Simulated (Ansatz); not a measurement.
`CCSCC` + `[SiH3][AsH2]` → `CC[AsH][SiH3]` + `CCS`  (substitution at a C–S bond)

Program: Ansatz. Geometries: PBE0-D4/def2-TZVP. ΔE: electronic, gas phase. CCSD(T)/CBS adds triple-zeta CCSD(T) − MP2 to the extrapolated MP2 energy (def2 sets, frozen cores). DFT in def2-TZVPP. HSE06 is defined as in plane-wave codes. For As outer-core shells are correlated without core-valence functions, which leaves a few kJ/mol of doubt a bond. Scalar relativity is left out up to krypton. Each species was taken in one conformer, which may not be the lowest.

`CCSCC`:

Z-matrix (Å, degrees):
```
C
C 1 1.515
H 1 1.092 2 111.6
H 1 1.092 2 110.9 3 -120.4
H 1 1.094 2 110.4 3 119.3
S 2 1.806 1 114.8 3 64.7
H 2 1.093 1 110.6 3 -178.5
H 2 1.093 1 111.2 3 -60.4
C 6 1.806 2 102.2 1 -63.1
C 9 1.515 6 114.8 2 -63.1
H 9 1.093 6 103.6 2 176.2
H 9 1.093 6 109.5 2 62.9
H 10 1.092 9 110.9 6 -55.7
H 10 1.092 9 111.6 6 64.7
H 10 1.094 9 110.5 6 -176.0
```

`[SiH3][AsH2]`:

Z-matrix (Å, degrees):
```
Si
As 1 2.365
H 1 1.486 2 113.4
H 1 1.486 2 108.2 3 -121.1
H 1 1.486 2 108.2 3 121.1
H 2 1.523 1 92.0 3 -46.4
H 2 1.523 1 92.0 3 45.8
```

`CC[AsH][SiH3]`:

Z-matrix (Å, degrees):
```
C
C 1 1.518
H 1 1.094 2 110.9
H 1 1.093 2 111.3 3 -119.8
H 1 1.093 2 111.5 3 120.1
As 2 1.989 1 111.3 3 -177.2
H 2 1.093 1 110.8 3 -59.7
H 2 1.091 1 111.3 3 59.9
Si 6 2.359 2 96.7 1 -167.0
H 6 1.526 2 95.8 1 -74.3
H 9 1.489 6 112.5 2 44.6
H 9 1.488 6 108.7 2 -75.3
H 9 1.487 6 109.6 2 166.1
```

`CCS`:

Z-matrix (Å, degrees):
```
C
C 1 1.514
H 1 1.094 2 110.6
H 1 1.091 2 111.0 3 120.4
H 1 1.093 2 111.0 3 -119.6
S 2 1.813 1 114.1 3 -177.2
H 2 1.092 1 111.5 3 58.7
H 2 1.093 1 110.8 3 -60.2
H 6 1.343 2 96.8 1 -62.2
```

```csv
level,ΔE (kJ/mol),difference from CCSD(T)/CBS
revPBE-D4,-4.7,3.3
BLYP-D4,-6.2,1.8
r2SCAN-D4,-4.9,3.1
PBE0-D4,-5.2,2.8
r2SCAN0-D4,-4.9,3.1
HSE06-D4,-5.4,2.6
ωB97X-V,-4.7,3.3
PBE,-6.1,1.9
HSE06,-6.4,1.6
BHLYP,-7.1,0.9
LC-ωPBE,-6.3,1.7
RPA@PBE/def2-TZVPP,-11.8,-3.8
HF/def2-TZVPP,-9.4,-1.4
HF/def2-QZVPP,-9.0,-1.0
SCS-MP2/def2-QZVPP,-10.3,-2.3
CCSD/CBS(def2),-8.6,-0.6
CCSD(T)/CBS,-8.0,0
```

Question: What do rigid-rotor, harmonic-oscillator terms from PBE0-D4/def2-TZVP frequencies (298.15 K, 1 bar) make of the CCSD(T)/CBS value? (Best estimate.)

Answer: Computed: ΔZPE = +0.4 kJ/mol, ΔH = -6.8 kJ/mol, ΔS = 12 J/(mol·K), ΔG = -10.3 kJ/mol.

Largest T1 diagnostic among the species: 0.011.

Leaving LDA and LC-ωPBE aside and taking each functional with its dispersion term where it has one, the values, not all of them listed here, spread over 5.3 kJ/mol, from B2PLYP to B97M-V. LDA lies +7.7 kJ/mol from PBE without D4. At CCSD(T), def2-SVP lies +3.9 kJ/mol from the extrapolated value and def2-TZVPP −2.6 kJ/mol.
